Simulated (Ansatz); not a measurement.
Se(GeH3)2 (Ge2H6Se). Charge 0, multiplicity 1. Geometry PBE0-D4/def2-SVP.

```csv
atom,x (Å),y (Å),z (Å)
Se1,-1.090,-1.066,0.546
Ge2,0.241,0.540,1.642
H3,-0.068,0.385,3.138
H4,-0.125,1.955,1.156
H5,1.732,0.271,1.365
Ge6,-0.289,-0.588,-1.618
H7,-1.082,-1.501,-2.565
H8,1.218,-0.891,-1.706
H9,-0.537,0.894,-1.959
```

(1) Estimate the orbital energies around the gap (eV) in Ansatz with BLYP-D4/def2-TZVP, r2SCAN-D4/def2-TZVP, PBE0-D4/def2-TZVP, CAM-B3LYP-D4/def2-TZVP, ωB97M-V/def2-TZVP.

Results:

(1) 
| orbital | BLYP-D4/def2-TZVP | r2SCAN-D4/def2-TZVP | PBE0-D4/def2-TZVP | CAM-B3LYP-D4/def2-TZVP | ωB97M-V/def2-TZVP |
| --- | --- | --- | --- | --- | --- |
| HOMO−9 | -17.18 | -18.02 | -19.42 | -21.19 | -22.21 |
| HOMO−8 | -13.86 | -14.51 | -15.74 | -17.49 | -18.47 |
| HOMO−7 | -13.12 | -13.72 | -14.92 | -16.61 | -17.59 |
| HOMO−6 | -8.92 | -9.44 | -10.40 | -11.83 | -12.73 |
| HOMO−5 | -8.81 | -9.33 | -10.31 | -11.76 | -12.67 |
| HOMO−4 | -8.67 | -9.19 | -10.12 | -11.49 | -12.35 |
| HOMO−3 | -8.36 | -8.83 | -9.78 | -11.18 | -12.03 |
| HOMO−2 | -7.65 | -8.13 | -8.93 | -10.15 | -10.94 |
| HOMO−1 | -7.20 | -7.67 | -8.46 | -9.66 | -10.48 |
| HOMO | -5.58 | -6.01 | -6.87 | -8.10 | -8.99 |
| LUMO | -1.12 | -0.91 | -0.35 | 0.62 | 1.42 |
| LUMO+1 | -1.10 | -0.90 | -0.30 | 0.67 | 1.51 |
| LUMO+2 | -0.35 | -0.08 | 0.42 | 1.37 | 2.13 |
| LUMO+3 | -0.02 | 0.25 | 0.70 | 1.67 | 2.42 |
| LUMO+4 | 0.49 | 0.67 | 1.19 | 2.23 | 2.99 |
| LUMO+5 | 0.73 | 1.06 | 1.59 | 2.61 | 3.41 |
